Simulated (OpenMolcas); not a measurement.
## Ta3+: ligand-field states by method

Ta3+ with its 6 nearest oxide ions at 2.102 Å, on the Mg site of MgO (a = 4.2112 Å, distance in the model lattice 2.106 Å). The rest of the host is ab initio model potentials to 7.6 Å, with orthogonalisation functions on the cations behind the ligands, and point charges beyond; the distance is set by hand and nothing relaxes, and no local charge compensation is placed. Ligand basis ANO-RCC-VDZP.
```
Ta    0.0000    0.0000    0.0000
O     2.1020    0.0000    0.0000
O     0.0000    2.1020    0.0000
O    -2.1020    0.0000    0.0000
O     0.0000   -2.1020    0.0000
O     0.0000    0.0000    2.1020
O     0.0000    0.0000   -2.1020
```

```json
{
 "Program": "OpenMolcas",
 "Basis": "ANO-RCC-VTZP [8s7p5d3f2g1h]",
 "Scalar Hamiltonian": "DKH2, point nucleus",
 "Active space": "2 electrons in 5 orbitals (5d)",
 "State averaging": "2S+1 = 3 even, 10 roots; 2S+1 = 1 even, 15 roots",
 "Spin-orbit coupling": "state interaction with AMFI integrals over the reference wave functions"
}
```

I. CASSCF
II. SS-CASPT2, IPEA 0.25 Eh, imaginary shift 0.1 Eh (the lowest 17 gerade and 15 ungerade orbitals frozen, chosen by energy and not by shell, so the metal 5p can be frozen and 4f correlated)

Spin-free states (labels of O, the rotations of Oh) in cm-1, each column counted from its own energy of the first state listed:

| State | Degeneracy | I | II |
| --- | --- | --- | --- |
| 3T1 | 3 | 0 | 0 |
| 1E | 2 | 7987 | 5920 |
| 1T2 | 3 | 8154 | 5730 |
| 1A1 | 1 | 19092 | 14060 |
| 3T2 | 3 | 39901 | 38800 |
| 3T1 | 3 | 47306 | 44420 |
| 1T2 | 3 | 48972 | 45010 |
| 1T1 | 3 | 51291 | 46950 |
| 3A2 | 1 | 81445 | 78990 |
| 1E | 2 | 91647 | 85750 |
| 1A1 | 1 | 102335 | 93690 |

From I to II, I's first state of the same spin (3T2) moves from 39901 to 38800 cm-1, by about -1100 cm-1.

From I to II, I's first state of another spin (1E) moves from 7987 to 5920 cm-1, by about -2100 cm-1. In II another state of that kind comes below it.

II: A least-squares ligand-field fit to the states below 45000 cm-1, each weighted by its degeneracy and with a free common offset, gives 10Dq = 40013 cm-1, B = 454 cm-1 and C = 1500 cm-1 (C/B = 3.30), with an rms deviation of 48 cm-1. 

χT at 300 K: I 0.23, II 0.22 cm3 K/mol.

The states above are spin-free; spin-orbit coupling is strong here and shifts and splits them by thousands of cm-1.

Roots that are degenerate in the reference are averaged as groups; the widest CASPT2 spread within a group is 120 cm-1 (the 3-fold group of multiplicity 3 near 0 cm-1 above the lowest state of its run, II). Shifts and gaps below about the spread of the groups concerned are not significant. Over all roots computed the reference weight is 0.70 to 0.71 in II; a low but even weight reflects the number of correlated electrons. An orbital triplet at a regular site is open to Jahn-Teller coupling, which can distort the site and quench the lowest spin-orbit gaps and is left out. The least metal-like active orbital is 76 % on the metal (Löwdin) and no ligand orbital is active, so the numbers are rough. Ligand-to-metal charge-transfer states are missing. With no ligand orbital active B as a rule stays too high, so bands that hang on it stand too high and its fall with covalency is understated. Without dynamic correlation the repulsion within the d shell is too large (B by tens of per cent), so at a given field states of lower spin stand too high (holds for I). With metal d orbitals alone the field can be off either way by tens of per cent (holds for I). With one d shell and no ligand orbital active, 10Dq can be off by a tenth or more (holds for II). No measured value stands beside these numbers; the geometry was set by hand and not optimised.
